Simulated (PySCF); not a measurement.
Si(H)(F)(Me)(NH2) (CH6FNSi), SMILES C[SiH](N)F. Coordinates come from a B3LYP-D3(BJ)/def2-SVP optimisation. The values are those of a single conformer.

Computed with B3LYP-D3(BJ)/def2-SVP (PySCF 2.14.0).

Harmonic wavenumbers (cm⁻¹): 141, 201, 254, 290, 318, 417, 633, 683, 775, 817, 846, 893, 919, 954, 1280, 1432, 1435, 1546, 2258, 3033, 3120, 3132, 3569, 3660. Rotational constants (GHz): 6.136, 5.846, 3.497; symmetry number 1.

Problem. Work out the zero-point energy and the ideal-gas rigid-rotor harmonic-oscillator thermochemistry at 298.15 K and 1 atm.

Solution. ZPE = ½ Σ hcν = ½ × 32606 cm⁻¹ = 195.03 kJ/mol. H − E(el) = 214.10 kJ/mol. Entropy in J/(mol K): translation 163.26, rotation 106.07, vibration 50.57, total 319.91. G − E(el) = 118.72 kJ/mol. Cp = 99.45 J/(mol K). Modes under 150 cm⁻¹ make the vibrational entropy uncertain.
